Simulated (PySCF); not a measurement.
# Assigning NMR signals

Bonds (- single, = double, # triple, : aromatic): C1-C2, C2=O3, C2-O4, O4-C5, C5-C6, C5-C7, C5-C8. C1 carries H9, H10, H11; C6 carries H12, H13, H14; C7 carries H15, H16, H17; C8 carries H18, H19, H20.

Isolated molecule, non-relativistic, one averaged value for each set of equivalent atoms, single conformer. Shielding tensors at CAM-B3LYP/pcSseg-1 (GIAO); geometry: PBE0-D3(BJ)/def2-SVP; PySCF 2.14.

δ = σ(ref) − σ, references computed at the same level: TMS for 13C (σref 182.45) and 1H (σref 31.33).

Question: Assign these signals to the numbered atoms. 13C{1H} NMR (computed): δ 178.2 (C), 78.9 (C), 28.8 (CH3), 23.8 (CH3).

Answer: 
| δ (ppm) | atoms | environment | reason |
| --- | --- | --- | --- |
| 178.2 | C2 | ester carbonyl carbon | it is a carbonyl in resonance with an O or N lone pair, the region of acids, esters and amides |
| 78.9 | C5 | fully substituted sp3 carbon bonded to O | deshielded by the electronegative neighbour |
| 28.8 | C6/C7/C8 | methyl carbon | saturated and bonded to C and H only |
| 23.8 | C1 | methyl carbon α to a carbonyl | the adjacent C=O deshields it moderately |

Question: Assign these signals to the numbered atoms. 1H NMR (500 MHz, computed): δ 1.95 (s, 3H), 1.44 (s, 9H).

Answer: 
1.95 → H9/H10/H11, hydrogen on a methyl carbon α to a carbonyl: α to C=O
1.44 → H12/H13/H14/H15/H16/H17/H18/H19/H20, hydrogen on a methyl carbon

Shifts are as computed, not scaled to solution data. Of 1211 compounds with measured shifts, 218 miss one by over three times the rms of a fit or turn the order of signals round; such compounds aren't used in these exercises. Multiplicities follow the n + 1 count of equivalent neighbours, as no J values were calculated; m marks all less simple cases, F and P coupling included.
